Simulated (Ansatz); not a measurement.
Reaction (hydrogen abstraction from a B–H bond): `FBBr` + H• → `F[B]Br`• + H₂

Calculated with Ansatz (gas phase, PBE0-D4/def2-TZVP geometries, no zero-point term in ΔE). CBS: MP2 limit from def2 TZ/QZ plus the TZ coupled-cluster correction, frozen cores. This one scheme is used for every species, atoms too. DFT in def2-TZVPP. B3LYP here is the variant with VWN-RPA as its local correlation; programs differ in this. Open shells (•) are unrestricted, without spin–orbit coupling. Bonds to Br are less sure, by a few kJ/mol each and by 10 to 20 or more in all where they break to atoms, as the def2 sets lack core-valence functions. Scalar relativity is left out up to krypton.

Task: Is it downhill or uphill in electronic energy at CCSD(T)/CBS, and by how much? (Best estimate.)

Result: The calculation gave: Uphill: ΔE = +0.05 eV.

Task: What do these levels give: BHLYP-D4, CAM-B3LYP-D4, B2PLYP, B3LYP, BHLYP, CCSD/CBS(def2)? (Best estimate.)

Result: Ansatz gave: BHLYP-D4 0.04, CAM-B3LYP-D4 0.02, B2PLYP 0.02, B3LYP -0.07, BHLYP 0.03, CCSD/CBS(def2) 0.05 eV.

Largest T1 diagnostic among the species: 0.013.

At CCSD(T), def2-SVP lies +0.12 eV from the extrapolated value and def2-TZVPP +0.01 eV. From BLYP to BHLYP (50 % exact exchange), in def2-TZVPP and without D4, ΔE moves by +0.17 eV.
